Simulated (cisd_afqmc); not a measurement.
Input (AFQMC/CISD/aug-cc-pVTZ; cisd_afqmc is a phaseless AFQMC code with CISD trial states that reads the integrals written by Ansatz):

Ansatz 0.2 input:
```python
import cisd_afqmc

open("ham.yaml", "w").write("""\
crystal:
  periodic: [false, false, false]
  atoms:
    - {symbol: Ga, position_ang: [0.00000000, 0.00000000, 0.00000000]}
basis:
  gaussian:
    orbitals: aug-cc-pVTZ
total_charge: -1
magnetization: {spin_polarized: true, initial_magnetization: 2}
correlation: {method: ccsd, electrons: outside_noble_gas, hamiltonian_folder: ham}
scf: {lower_state_search: full}
""")
rep = cisd_afqmc.ansatz("ham.yaml")
e_ccsd = rep["correlation"]["coupled_cluster"]["energy"]["hartree"]
out = cisd_afqmc.run("ham", e_ccsd, trial="CISD", walkers=200, populations=8, threads=8, dt=0.005, steps=40, early=24, settle=10, least=32,
    cut=5e-5, rank_cut=2e-4, target=0.0004, seconds=1500, seed=1, memory=12960, gpu=False)
```

Output:

```
orbitals 45, occupied [3, 1], factors 221 of 381, rank of the doubles 88 of 170
E(HF) = -1923.260467
E(CCSD) on the cut factors = -1923.319530, shift to the whole factors -0.000009
Energy of the trial state on the determinant = -1923.319471
  tau behind 7.2 of longer steps, mean of the populations' last blocks
   2.0  -1923.32283
   4.0  -1923.32271
   6.0  -1923.32290
   8.0  -1923.32223
blocks 330 (8 outliers left out), error by blocks joined: 1: 0.00003, 2: 0.00004, 4: 0.00005, 8: 0.00007, 16: 0.00008
E(AFQMC/CISD) = -1923.32230 +/- 0.00008
```

The error still grows at the longest joins of blocks, or few joins were possible, so the printed bar may be too narrow.
